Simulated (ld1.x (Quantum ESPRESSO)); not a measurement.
# Mo: one change to a PAW potential, before and after

molybdenum, PAW, made with ld1.x (Quantum ESPRESSO) 7.5 (revPBE, scalar-relativistic). Core [Ar] 3d10, reference 4s2 4p6 4d5.5 5s0.5 5p0. Waves: 4s (bound): rcut 1.75, rcutus 1.95 bohr; 5s (bound): rcut 1.75, rcutus 1.95 bohr; 4p (bound): rcut 1.65, rcutus 2.05 bohr; 5p (bound, empty): rcut 1.65, rcutus 2.05 bohr; 4d (bound): rcut 1.90, rcutus 2.35 bohr; 4d channel at 2.45 Ry: rcut 1.90, rcutus 2.35 bohr. Local part: all-electron potential smoothed inside 2.25 bohr (lloc = -2). Core correction: a·sin(br)/r model core, default radius (core density twice the valence density). Augmentation charge: PSQ, inside the norm-conserving radii.

All-electron outer shells of the reference configuration (revPBE, scalar-relativistic, ld1.x):

```tsv
shell	level (eV)	outermost node (bohr)	outermost maximum (bohr)
3p	-377.97	0.17	0.38
3d	-219.66	–	0.32
4s	-63.12	0.51	0.99
4p	-37.33	0.52	1.08
5s	-3.64	1.35	3.00
4d	-2.90	0.53	1.40
5p	-0.85	1.55	4.37
```

Change: augmentation BESSEL, radius 1.15 bohr.

Cutoffs: the cutoffs (Ry, on a coarse ladder) from which the occupation-weighted sum of valence levels, in a spherical-Bessel basis at the reference potential, stays within 10 and 1 mRy of its value at 400 Ry; they do not see the model core or the augmentation charge, which bear on the density cutoff. Errors are all-electron minus pseudo energies relative to the spin-unpolarised reference configuration.

Q: Predict the effect on cutoff, ghosts and configuration errors.

A: The potential gets neither clearly harder nor softer (21 Ry and 35 Ry → 21 Ry and 35 Ry); of the 7 tests that both files solve, the error grows in 2 and shrinks in 2 by more than 15 % and 0.3 meV (median size 2.4 → 1.7 meV); neither file shows a bound ghost.

| quantity | base | changed |
| --- | --- | --- |
| cutoff, loose | 21 Ry | 21 Ry |
| cutoff, tight | 35 Ry | 35 Ry |
| bound ghosts | none | none |
| error for 4s2 4p6 4d5 5s1 5p0, meV [ΔE -0.26 eV] | +1.2 | +1.2 |
| error for 4s2 4p6 4d5 5s0 5p0, meV [ΔE 6.51 eV] | -1.3 | -0.9 |
| error for 4s2 4p6 4d4 5s0 5p0, meV [ΔE 21.88 eV] | -2.5 | -3.3 |
| error for 4s2 4p6 4d4 5s1 5p0, meV [ΔE 7.74 eV] | +2.4 | +3.5 |
| error for 4s1 4p6 4d5 5s1 5p0, meV [ΔE 69.87 eV] | -25 | -24 |
| error for 4s2 4p6 4d3 5s0 5p0, meV [ΔE 48.55 eV] | -3.0 | +1.7 |
| error for 4s2 4p6 4d5 5s0.5 5p0, meV [ΔE 2.41 eV] | +0.2 | +0.1 |
| s: phases at 2.54 bohr within 0.05 rad from the reference energy up to (Ry; the scan ends near 5) | to the end of the scan | to the end of the scan |
| p: phases at 2.54 bohr within 0.05 rad from the reference energy up to (Ry; the scan ends near 5) | to the end of the scan | to the end of the scan |
| d: phases at 2.54 bohr within 0.05 rad from the reference energy up to (Ry; the scan ends near 5) | to the end of the scan | to the end of the scan |
| lowest overlap eigenvalue by channel | s 0.09, p 0.09, d 0.86 | s 0.09, p 0.09, d 0.86 |
